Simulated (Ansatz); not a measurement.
Calculated with Ansatz (gas phase, PBE0-D4/def2-TZVP geometries, no zero-point term in ΔE). CCSD(T)/CBS is the MP2 limit (def2-TZVPP, def2-QZVPP) plus CCSD(T) − MP2 in def2-TZVPP, frozen cores. This one scheme is used for every species. Functionals use def2-TZVPP. def2 core potentials past Kr. For W outer-core shells are correlated without core-valence functions, which leaves a few kJ/mol of doubt a bond. Each species was taken in one conformer, which may not be the lowest.

Reaction (formal hydrolysis of a W–Cl bond): `[CH3][W](=[O])(=[O])[Cl]` + H₂O → `[CH3][W](=[O])(=[O])[OH]` + HCl

`[CH3][W](=[O])(=[O])[Cl]`:

Z-matrix (Å, degrees):
```
C
W 1 2.099
H 1 1.094 2 109.1
H 1 1.094 2 109.1 3 -119.9
H 1 1.092 2 111.3 3 120.0
O 2 1.697 1 104.8 3 -177.0
O 2 1.697 1 104.8 3 -62.9
Cl 2 2.268 1 111.2 3 60.0
```

H₂O:

```xyz
3

O    -0.038   -0.384    0.048
H    -0.737    0.261   -0.075
H     0.776    0.123    0.027
```

`[CH3][W](=[O])(=[O])[OH]`:

Z-matrix (Å, degrees):
```
C
W 1 2.109
H 1 1.094 2 109.7
H 1 1.092 2 110.4 3 119.6
H 1 1.094 2 110.0 3 -120.5
O 2 1.703 1 105.3 3 -178.1
O 2 1.704 1 105.1 3 -62.1
O 2 1.880 1 109.2 3 58.8
H 8 0.959 2 128.0 1 113.6
```

HCl:

Z-matrix (Å, degrees):
```
Cl
H 1 1.279
```

```csv
species,r2SCANh energy (Eh)
`[CH3][W](=[O])(=[O])[Cl]`,-717.81386
H₂O,-76.41862
`[CH3][W](=[O])(=[O])[OH]`,-333.43920
HCl,-460.78455
```

(1) Work out ΔE.

Largest T1 diagnostic among the species: 0.023, so the coupled-cluster value is less sure than usual.

Answers

(1) ΔE = (-333.43920) + (-460.78455) − (-717.81386) − (-76.41862) = 0.00873 Eh = +5.5 kcal/mol. CCSD(T)/CBS gives +6.6 kcal/mol.

In def2-TZVPP, CCSD(T) changes the Hartree–Fock value by +2.0 kcal/mol (the triples alone add +0.8 kcal/mol) and MP2 by +5.7 kcal/mol. At CCSD(T), def2-SVP lies −3.2 kcal/mol from the extrapolated value and def2-TZVPP −1.1 kcal/mol.
